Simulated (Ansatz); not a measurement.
Reaction (redistribution): `N[SiH](F)CF` + `CBCl` → `FC[SiH2]F` + `NCBCl`

Gas-phase electronic energies from Ansatz, PBE0-D4/def2-TZVP geometries. CCSD(T)/CBS adds triple-zeta CCSD(T) − MP2 to the extrapolated MP2 energy (def2 sets, frozen cores). DFT in def2-TZVPP. B3LYP here is the variant with VWN-RPA as its local correlation; programs differ in this. HSE06 is defined as in plane-wave codes. One conformer a species, not always the lowest.

```
             level  ΔE (kJ/mol)  difference from CCSD(T)/CBS
       LDA (SPW92)        156.4                         -9.5
            PBE-D4        155.9                        -10.0
         revPBE-D4        154.1                        -11.8
           BLYP-D4        160.0                         -5.9
         r2SCAN-D4        167.2                          1.3
            B97M-V        168.6                          2.7
           PBE0-D4        160.0                         -5.9
          B3LYP-D4        163.5                         -2.4
        r2SCAN0-D4        168.4                          2.5
          HSE06-D4        159.9                         -6.0
          BHLYP-D4        167.6                          1.7
      CAM-B3LYP-D4        165.9                          0.0
           ωB97X-V        161.6                         -4.3
            B2PLYP        166.1                          0.2
          PBE-QIDH        165.3                         -0.6
               PBE        155.4                        -10.5
            revPBE        154.3                        -11.6
              BLYP        159.1                         -6.8
            r2SCAN        167.1                          1.2
              PBE0        159.5                         -6.4
             B3LYP        162.7                         -3.2
           r2SCANh        167.6                          1.7
           r2SCAN0        168.2                          2.3
             HSE06        159.4                         -6.5
             BHLYP        166.7                          0.8
         CAM-B3LYP        165.3                         -0.6
           LC-ωPBE        164.4                         -1.5
RPA@PBE/def2-TZVPP        156.1                         -9.8
       HF/def2-SVP        155.7                        -10.2
      MP2/def2-SVP        158.1                         -7.8
     CCSD/def2-SVP        151.7                        -14.2
     HF/def2-TZVPP        166.0                          0.1
    MP2/def2-TZVPP        169.4                          3.5
SCS-MP2/def2-TZVPP        165.4                         -0.5
   CCSD/def2-TZVPP        164.6                         -1.3
     HF/def2-QZVPP        166.0                          0.1
    MP2/def2-QZVPP        170.5                          4.6
SCS-MP2/def2-QZVPP        166.7                          0.8
      HF/CBS(def2)        166.0                          0.1
     MP2/CBS(def2)        171.3                          5.4
       CCSD(T)/CBS        165.9                            0
```

(1) What do rigid-rotor, harmonic-oscillator terms from PBE0-D4/def2-TZVP frequencies (298.15 K, 1 bar) make of the CCSD(T)/CBS value? (An estimate is asked.)

Largest T1 diagnostic among the species: 0.011.

Answers

(1) Computed: ΔZPE = -0.6 kJ/mol, ΔH = +163.3 kJ/mol, ΔS = -13 J/(mol·K), ΔG = +167.4 kJ/mol.

From PBE to PBE0 (25 % exact exchange), in def2-TZVPP and without D4, ΔE moves by +4.2 kJ/mol. At CCSD(T), def2-SVP lies −15.3 kJ/mol from the extrapolated value and def2-TZVPP −1.9 kJ/mol. Leaving LDA and LC-ωPBE aside and taking each functional with its dispersion term where it has one, the values spread over 14.5 kJ/mol, from revPBE-D4 to B97M-V.
